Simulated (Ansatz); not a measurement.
Cost and result for the atomization energy of H7NO2Si2 (`N[SiH](O)[SiH2]O`) (12 atoms, 11 bonds).

Z-matrix (Å, degrees):
```
Si
O 1 1.667
Si 1 2.345 2 97.8
N 1 1.707 2 117.1 3 -119.5
H 1 1.490 2 108.6 3 122.9
H 2 0.959 1 118.7 3 -174.4
O 3 1.654 1 106.8 2 15.1
H 3 1.487 1 113.4 2 135.1
H 3 1.494 1 109.9 2 -105.3
H 4 1.006 1 123.0 2 71.2
H 4 1.006 1 123.0 2 -93.3
H 7 0.962 3 113.0 1 -13.5
```

The species carries charge 0 and has multiplicity 1. The geometry is a stationary point of PBE0-D4/def2-TZVP. It is one conformer, not always the lowest. Program: Ansatz. All runs use 4 threads of an Arm Neoverse V2 on a shared host. Times are those of one run each, without the atoms' runs, and a repeat can differ threefold. Electronic energies, without spin–orbit coupling; frozen cores. CCSD(T)/CBS adds CCSD(T) − MP2 in def2-TZVPP to the MP2 limit, and its time is that of the two runs behind it. T1 = 0.012. B3LYP takes the VWN-RPA correlation (the form of Gaussian; ORCA's B3LYP/G). HSE06 is the plane-wave form, built on full-range PBE exchange.

CCSD(T)/CBS is a level of theory with its own doubt, some kJ/mol a heavy atom from the limit and from the frozen cores, so smaller differences don't rank the functionals.

```
                            level  functions  wall time  atomization (kJ/mol)  difference from CCSD(T)/CBS  per bond
               BLYP-D4/def2-TZVPP        275      2.1 s                4202.9                        -30.0      -2.7
             revPBE-D4/def2-TZVPP        275      2.2 s                4134.6                        -98.3      -8.9
  PBE-D4/def2-TZVPP (with forces)        275      2.6 s                4238.3                          5.4       0.5
              HSE06-D4/def2-TZVPP        275      3.3 s                4161.4                        -71.5      -6.5
          CAM-B3LYP-D4/def2-TZVPP        275      3.4 s                4234.6                          1.7       0.2
B3LYP-D4/def2-TZVPP (with forces)        275      4.9 s                4205.8                        -27.1      -2.5
                B2PLYP/def2-TZVPP        275      5.5 s                4158.4                        -74.5      -6.8
              PBE-QIDH/def2-TZVPP        275      5.5 s                4139.3                        -93.6      -8.5
                 CCSD(T)/def2-SVP        113      5.5 s                3841.0                       -391.9     -35.6
                B97M-V/def2-TZVPP        275       10 s                4209.4                        -23.5      -2.1
                   MP2/def2-QZVPP        521       23 s                4237.2                          4.3       0.4
               CCSD(T)/def2-TZVPP        275    3.2 min                4091.6                       -141.3     -12.8
                CCSD(T)/CBS(def2)          –    3.5 min                4232.9                          0.0       0.0
```

Leaving LDA and LC-ωPBE aside and taking each functional with its dispersion term where it has one, the values, not all of them listed here, spread over 157.1 kJ/mol, from BHLYP-D4 to PBE-D4. LDA lies +580.3 kJ/mol from PBE without D4, its usual overbinding. From PBE to PBE0 (25 % exact exchange), in def2-TZVPP and without D4, the atomization energy moves by −75.9 kJ/mol: exact exchange takes away binding that semilocal exchange gives to molecules. The D4 term adds +41.4 kJ/mol with B3LYP and +21.8 kJ/mol with PBE0; it sums over pairs of atoms, weighted by their polarisabilities, and B3LYP, whose exchange is more repulsive, gets the larger term.
